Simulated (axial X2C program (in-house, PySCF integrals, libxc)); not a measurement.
## Potential curves of NiP, two-component

Calculated with an axial X2C code built on PySCF integrals. Two-component (2c) means X2C with spin–orbit coupling and atomic mean-field two-electron Coulomb and Gaunt terms. Basis: Ni dyall-cv3z [9s9p6d3f2g], P dyall-v3z [8s7p2d1f] (cores contracted in-house); Gaussian nuclei, density fitting, unrestricted open shells. Masses: Ni 57.935 u, P 30.974 u.

State: Ω = 7/2 (⟨Sz⟩ = 1.50, ⟨Lz⟩ = 2.00 at HF). Energies in kJ/mol from the fragments at the same level (Ni + P). Fits are polynomials in 1 − R0/R over 0.85 to 1.23 times the lowest point R0.

```csv
R (Å),CCSD,HF
1.8270,,229.13
1.9110,-123.06,175.06
1.9740,-139.56,147.13
2.0370,-148.21,127.56
2.1000,-150.98,114.65
2.1735,-148.72,106.18
2.2470,-142.22,103.20
2.3415,-129.65,105.25
2.4570,,113.79
```

Correlated methods: 15 electrons correlated (number of frozen shells: Ni 3 s, 2 p; P 2 s, 1 p), 219 virtual spin orbitals or spinors in MP2, 90 natural virtuals in coupled cluster.

Occupations by symmetry block were frozen at the best pattern of an incomplete PBE0 search. De is counted from the lowest determinant-based energies of the atoms at the same level, without counterpoise correction. CCSD ran in a truncated set of natural virtual spinors with an MP2 remainder; without triples it tends to underbind. PBE0 can misorder states that lie within some tenths of an eV, so this need not be the ground state of the molecule. The nearest other spin-free determinant of the search, M_S = 3/2, Λ = 0, lies 0.06 eV up at the distance of the search. With several unpaired electrons one determinant need not be a pure state. A state of lower Ω lies just above, and one determinant can place such states too high, so the state shown need not be the lowest. The search has Ω = 3/2 only 0.11 eV up. The T1 diagnostic is large, a sign of multireference character. The stretched end of a curve changes character and is left out. Coupled cluster ran on the points near the minimum only. MP2 and coupled cluster on one determinant become unreliable at the stretched end.

(1) Fit the CCSD curve near its minimum: give the equilibrium distance, the harmonic wavenumber and the well depth.

(2) Fit the HF curve near its minimum: give the equilibrium distance, the harmonic wavenumber and the well depth.

## Answers

(1) At CCSD, 2c: Re = 2.105 Å, ωe ≈ 388 cm⁻¹, De = 1.56 eV to Ni + P; Be follows as 0.188 cm⁻¹.

(2) At HF, 2c: Re = 2.260 Å, ωe ≈ 317 cm⁻¹, De = -1.07 eV to Ni + P; Be follows as 0.163 cm⁻¹.
